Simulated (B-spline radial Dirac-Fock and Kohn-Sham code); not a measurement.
Neutral germanium: differential elastic cross section for electrons at 300 eV

Level of theory: relativistic (Dirac) partial waves in the static field of the Dirac-Fock atom with Furness-McCarthy exchange, without polarisation or absorption potentials; a radial B-spline solver.

Input of the calculation (task.json; shells as n, l, electrons):

```json
{"items": [{
  "Z": 32,
  "q": 0,
  "cfg": [[1, 0, 2], [2, 0, 2], [2, 1, 6], [3, 0, 2], [3, 1, 6], [3, 2, 10], [4, 0, 2], [4, 1, 2]],
  "A": 74,
  "rrms": 4.0742,
  "do": "elastic",
  "energies": [[300, 0]],
  "theta": [0, 1, 2, 3, 5, 7, 10, 15, 20, 25, 30, 40, 50, 60, 70, 80, 90, 100, 110, 120, 130, 140, 150, 160, 170, 180]
}]}
```

Run with: `python xray2_run.py task.json out`

```
θ (°)  dσ/dΩ (a₀²/sr)  Sherman function
    0            68.1             0.000
    1            67.3             0.000
    2            65.0             0.000
    3            61.3             0.000
    5            51.2             0.000
    7            39.8             0.000
   10            24.7             0.000
   15            9.97             0.000
   20            4.35             0.000
   25            2.33             0.002
   30            1.49             0.005
   40           0.769             0.010
   50           0.395             0.010
   60           0.161            -0.004
   70          0.0739            -0.051
   80           0.131            -0.029
   90           0.246            -0.006
  100           0.298             0.006
  110           0.224             0.016
  120          0.0789             0.028
  130          0.0170            -0.103
  140           0.191            -0.035
  150           0.642            -0.016
  160            1.25            -0.008
  170            1.77            -0.004
  180            1.97             0.000
```

The total elastic cross section is 11.9 a₀², the first transport cross section 4.39 a₀² and the second, weighted with (3/2) sin²θ, 3.49 a₀². The mean deflection is ⟨1 − cos θ⟩ = 0.369, and 18 % of the collisions scatter beyond 90°.

On this grid of angles the cross section has minima near 70°, 130°, from interference among the few low partial waves with large phase shifts.
